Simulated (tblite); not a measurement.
Compound: C5H6N4.
Numbering: `[CH3:1][c:2]1[n:3][n:4][c:5]([C:6]#[N:7])[n:8]1[CH3:9]` (hydrogens: H10, H11, H12 on C1; H13, H14, H15 on C9)

Computed with GFN2-xTB (tblite), gas phase: L-BFGS steps from a force-field or distance-geometry start until the largest atomic force falls under 0.01 eV/Å.

Step 12: E = -691.6181 eV
```
atom  x, y, z in Å  |  force x, y, z in eV/Å
C1     -2.1268   -0.5639   -0.0619    0.039  -0.009  -0.012
C2     -0.6735   -0.8316   -0.1374   -0.001   0.057   0.031
N3     -0.1430   -2.0163   -0.3134    0.008  -0.008  -0.033
N4      1.1769   -1.9030   -0.3059    0.004  -0.009  -0.013
C5      1.4719   -0.6369   -0.1228   -0.008   0.002   0.008
C6      2.7658   -0.0995   -0.0457   -0.061  -0.048  -0.008
N7      3.8261    0.3306    0.0211    0.005   0.061   0.005
N8      0.3146    0.1000   -0.0054    0.027   0.011   0.019
C9      0.2318    1.5160    0.2213    0.015  -0.019   0.009
H10    -2.6324   -1.1394   -0.8332   -0.011  -0.020   0.029
H11    -2.3499    0.4917   -0.1962   -0.016  -0.025  -0.007
H12    -2.5020   -0.8913    0.9076   -0.038   0.026  -0.021
H13     0.7685    1.7792    1.1349    0.017  -0.004  -0.006
H14    -0.8105    1.8110    0.3288    0.027   0.005  -0.011
H15     0.6780    2.0613   -0.6137   -0.007  -0.022   0.009
```

Step 13: E = -691.6187 eV
```
atom  x, y, z in Å  |  force x, y, z in eV/Å
C1     -2.1266   -0.5637   -0.0629    0.038  -0.009  -0.001
C2     -0.6734   -0.8305   -0.1354   -0.013   0.063   0.008
N3     -0.1446   -2.0148   -0.3145    0.016  -0.050  -0.030
N4      1.1752   -1.9035   -0.3073    0.020  -0.024  -0.018
C5      1.4721   -0.6383   -0.1227   -0.016   0.014   0.009
C6      2.7655   -0.1001   -0.0465   -0.082  -0.055  -0.002
N7      3.8239    0.3338    0.0216    0.036   0.070   0.004
N8      0.3155    0.0995   -0.0030    0.022   0.008   0.010
C9      0.2327    1.5148    0.2218    0.016   0.009   0.014
H10    -2.6312   -1.1424   -0.8326   -0.007  -0.006   0.026
H11    -2.3500    0.4914   -0.1963   -0.023  -0.014  -0.023
H12    -2.5017   -0.8897    0.9063   -0.050   0.016   0.005
H13     0.7691    1.7794    1.1344    0.029   0.002   0.011
H14    -0.8086    1.8122    0.3286    0.007  -0.003  -0.006
H15     0.6777    2.0599   -0.6133    0.009  -0.018  -0.007
```

Step 14: E = -691.6191 eV
```
atom  x, y, z in Å  |  force x, y, z in eV/Å
C1     -2.1259   -0.5637   -0.0637    0.016  -0.005   0.014
C2     -0.6730   -0.8290   -0.1335   -0.019   0.027  -0.017
N3     -0.1460   -2.0137   -0.3159    0.018  -0.057  -0.021
N4      1.1738   -1.9042   -0.3091    0.022  -0.022  -0.020
C5      1.4719   -0.6396   -0.1226   -0.012   0.004   0.007
C6      2.7646   -0.1012   -0.0473   -0.050  -0.032   0.008
N7      3.8211    0.3375    0.0222    0.026   0.059  -0.001
N8      0.3165    0.0991   -0.0006    0.010   0.009   0.006
C9      0.2338    1.5139    0.2225    0.015   0.026   0.015
H10    -2.6299   -1.1453   -0.8315   -0.001   0.002   0.018
H11    -2.3505    0.4908   -0.1971   -0.026  -0.002  -0.037
H12    -2.5021   -0.8879    0.9052   -0.053   0.007   0.024
H13     0.7702    1.7797    1.1342    0.038   0.007   0.026
H14    -0.8067    1.8132    0.3284   -0.009  -0.010   0.000
H15     0.6777    2.0581   -0.6131    0.024  -0.011  -0.021
```

Question: Estimate the geometry and energy of step 15. (The exact step hangs on the optimiser's Hessian estimate; all steps are aligned on step 14, rigid shifts and turns removed.)

Answer: E = -691.6196 eV, largest force 0.057 eV/Å
```
atom  x, y, z in Å  |  force x, y, z in eV/Å
C1     -2.1250   -0.5636   -0.0641   -0.018   0.001   0.026
C2     -0.6726   -0.8276   -0.1320   -0.010  -0.023  -0.036
N3     -0.1471   -2.0132   -0.3177    0.010  -0.035  -0.011
N4      1.1727   -1.9051   -0.3112    0.016  -0.014  -0.020
C5      1.4716   -0.6410   -0.1224    0.000  -0.007   0.003
C6      2.7636   -0.1026   -0.0479    0.009   0.005   0.019
N7      3.8179    0.3421    0.0227   -0.009   0.035  -0.006
N8      0.3175    0.0990    0.0020   -0.007  -0.005   0.000
C9      0.2352    1.5135    0.2235    0.015   0.034   0.013
H10    -2.6284   -1.1481   -0.8302    0.004   0.007   0.011
H11    -2.3516    0.4901   -0.1986   -0.024   0.006  -0.045
H12    -2.5034   -0.8859    0.9045   -0.046   0.004   0.034
H13     0.7720    1.7803    1.1345    0.040   0.011   0.030
H14    -0.8049    1.8141    0.3282   -0.015  -0.015   0.007
H15     0.6782    2.0561   -0.6133    0.035  -0.004  -0.026
```

The energy changes by -0.0005 eV. The first-order estimate −F·Δx gives -0.0006 eV and the mean of the old and new forces, exact on a quadratic surface, -0.0005 eV. The step makes an angle of 67° with the force vector and moves no atom by more than 0.006 Å.

The cost below is that of the whole relaxation. Hardware: an Arm Neoverse V2 with one thread, on a shared host. Cost: 0.38 s wall.
